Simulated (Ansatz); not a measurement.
`FCBCl` → `BCl` + `[CH]F` at 600 K and 1 bar (formal loss of a carbene).

Isolated molecules relaxed with PBE0-D4/def2-TZVP in Ansatz; ΔE leaves out vibrations. CCSD(T)/CBS is the MP2 limit (def2-TZVPP, def2-QZVPP) plus CCSD(T) − MP2 in def2-TZVPP, frozen cores. This one scheme is used for every species. Each species was taken in one conformer, which may not be the lowest.

```tsv
species	CCSD(T)/CBS energy (Eh)	H − E (kJ/mol)	S (J/(mol·K))
`FCBCl`	-624.24106	155.3	358.0
`BCl`	-485.78909	80.5	267.8
`[CH]F`	-138.29972	54.0	249.2
```

H − E and S are ideal-gas, rigid-rotor, harmonic terms from PBE0-D4/def2-TZVP, for one conformer and one mirror image of each species. 1 Eh = 2625.50 kJ/mol, R = 8.31446 J/(mol·K).

Question: By hand: ΔE, ΔH, ΔS and ΔG.

Answer: ΔE = (-485.78909) + (-138.29972) − (-624.24106) = 0.15225 Eh = 399.7 kJ/mol. Δ(H − E) = 80.5 + 54.0 − 155.3 = -20.8, so ΔH = 378.9 kJ/mol. ΔS = 267.8 + 249.2 − 358.0 = 159.0 J/(mol·K). ΔG = 378.9 − 600 × (159.0)/1000 = 283.5 kJ/mol.

Question: By hand: the equilibrium constant, and the temperature at which ΔG would vanish if ΔH and ΔS stayed fixed.

Answer: log₁₀ K = −ΔG/(RT ln 10) = -24.7. ΔG = 0 at ΔH/ΔS = 2383 K.

The number of gas molecules changes by +1, which sets the sign of ΔS. A doubt of 5 kJ/mol in ΔE shifts log₁₀ K by 0.4 here. Other conformers and mirror images would add mixing entropy, several J/(mol·K) or more a flexible species. These are equilibria of isolated gas molecules and say nothing of rates. Largest T1 diagnostic: 0.018 (customary marks: 0.02 for closed shells, 0.045 for open ones).
